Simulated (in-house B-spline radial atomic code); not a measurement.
Configurations of neutral gallium, with energies counted from [Ar] 3d10 4s2 4p1. Method: non-relativistic B97-1, spin-polarised, spherical fractional occupations, point nucleus. Calculated with an all-electron radial atomic-structure program (B-spline basis). Shells without spins written out take the highest spin.

Caution: exact exchange at fractional occupations of open shells leaves self-interaction of up to several eV.

Occupations are held fixed; configurations that lie above the ionisation limit could autoionise.

| configuration | E - E(ref) (eV) | highest orbital | its <r> (bohr) |
| --- | --- | --- | --- |
| [Ar] 3d10 4s2 5d(1 up, 0 down) | 4.3582 | 5d up | 19.11 |
| [Ar] 3d10 4s2 4f1 | 4.4982 | 4f up | 18.07 |
| [Ar] 3d9 4s2 4p1 5f1 | 29.855 | 5f up | 30.43 |
| [Ne] 3s2 3p(2 up, 3 down) 3d10 4s2 4p(0 up, 2 down) | 102.95 | 4p down | 2.879 |
| [Ne] 3s2 3p5 3d10 4s2 4p1 5p1 | 108.74 | 5p up | 9.318 |
| [Ne] 3s2 3p5 3d10 4s2 4p1 4d1 | 109.22 | 4d up | 9.716 |

Q: Order these further configurations by energy, lowest first.
A. [Ar] 3d10 4s1 4p1 5d1
B. [Ne] 3s2 3p(2 up, 3 down) 3d10 4s2 4p(1 up, 0 down) 4d(1 up, 0 down)
C. [Ar] 3d10 4s(0 up, 1 down) 4p(1 up, 0 down) 5d(0 up, 1 down)
D. [Ar] 3d10 4s1 4p1 5s1
E. [Ar] 3d10 4s1 4p1 5f1

A: D (9.0759 eV), A (11.108 eV), E (11.548 eV), C (11.756 eV), B (109.29 eV).

Q: How far above the reference does [Ar] 3d9 4s2 4p1 5p1 lie?

A: 28.411 eV; its least bound orbital is 5p up with <r> = 9.326 bohr.
